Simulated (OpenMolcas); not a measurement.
# F+: effect of the active space

* Program: OpenMolcas
* Method: SS-CASPT2 or its RAS form, IPEA 0.25 Eh, imaginary shift 0.1 Eh
* Basis: ANO-RCC-VTZP
* Scalar Hamiltonian: DKH2, point nucleus
* Spin-orbit coupling: RASSI with atomic mean-field integrals over the reference wave functions, term energies averaged over their components

A. 4 electrons in 3 orbitals (2p); 2S+1 = 3 even, 3 roots; 2S+1 = 1 even, 6 roots; closed shells correlated: 1s 2s; CASPT2 step roughly 0.6 core-seconds
B. 6 electrons in 4 orbitals (2s 2p); 2S+1 = 3 even, 3 roots; 2S+1 = 1 even, 6 roots; 2S+1 = 3 odd, 3 roots; 2S+1 = 1 odd, 3 roots; closed shells correlated: 1s; CASPT2 step about 1.1 core-seconds
C. 6 electrons in 8 orbitals (2s 2p 3s 3p); 2S+1 = 3 even, 3 roots; 2S+1 = 1 even, 6 roots; 2S+1 = 3 odd, 3 roots; 2S+1 = 1 odd, 3 roots; closed shells correlated: 1s; CASPT2 step roughly 3 core-seconds
D. 6 electrons in 9 orbitals (RAS2 2s 2p; RAS3 3d, at most 2 electrons); 2S+1 = 3 even, 3 roots; 2S+1 = 1 even, 6 roots; 2S+1 = 3 odd, 3 roots; 2S+1 = 1 odd, 3 roots; closed shells correlated: 1s; CASPT2 step roughly 6 core-seconds

Energies in eV above 2s2 2p4 3P2, the measured ground level; measured values from NIST Handbook of Basic Atomic Spectroscopic Data.

| Level | A | B | C | D | Measured |
| --- | --- | --- | --- | --- | --- |
| 2s2 2p4 3P2 | 0.0000 | 0.0000 | 0.0000 | 0.0000 | 0.0000 |
| 2s2 2p4 3P1 | 0.0401 | 0.0401 | 0.0381 | 0.0399 | 0.0423 |
| 2s2 2p4 3P0 | 0.0594 | 0.0594 | 0.0565 | 0.0591 | 0.0607 |
| 2s2 2p4 1D2 | 2.607 | 2.609 | 2.663 | 2.619 | 2.5880 |
| 2s2 2p4 1S0 | 5.875 | 5.537 | 5.607 | 5.614 | 5.5691 |

Deviations, from unrounded energies. A percentage is the sum of absolute deviations over the sum of measured energies, with the sign that they share, or ± where signs differ.

```csv
Against measurement,Levels,A,B,C,D
mean absolute deviation (cm-1),4,660,110,240,160
fine structure of the ground term (%),2,-3.5,-3.5,-8.2,-3.9
other terms of the ground configuration (%),2,+4.0,±0.6,+1.4,+0.9
```

B lies closest to measurement on these levels and A furthest from it. The largest miss of B in the table is 2s2 2p4 1S0, by -260 cm-1. The ranking rests on the paired levels alone, and a cruder setting can come out closer through cancelling errors.

Among A to D the level of the table that moves most is 2s2 2p4 1S0, by 2700 cm-1 (lowest in B, highest in A). Moves below CASPT2's spread within the term are not significant.

CASPT2 does not keep the components of a term degenerate, so their means are used; among the terms shown or strongly mixed into the levels shown the widest spread is 80 cm-1 (2s2 2p4 1D, A). With the s shell closed, the reference lacks s² → p² mixing (holds for A). Active for correlation alone: 3p 3s; no level in the range computed is led by a configuration that fills them, so any true level of that kind is missing (holds for C). Active for correlation alone: 3d; no level in the range computed is led by a configuration that fills it, so any true level of that kind is missing (holds for D). Measured partners are found by configuration, term and J. A level has none where our copy of the source lacks it or the pairing is in doubt (some pairs that miss far off the trend of their configuration count as doubtful), and it then counts in no deviation. Levels of configurations outside the active space are missing. The table leaves out levels that lie high or whose names do not pair safely across all columns.
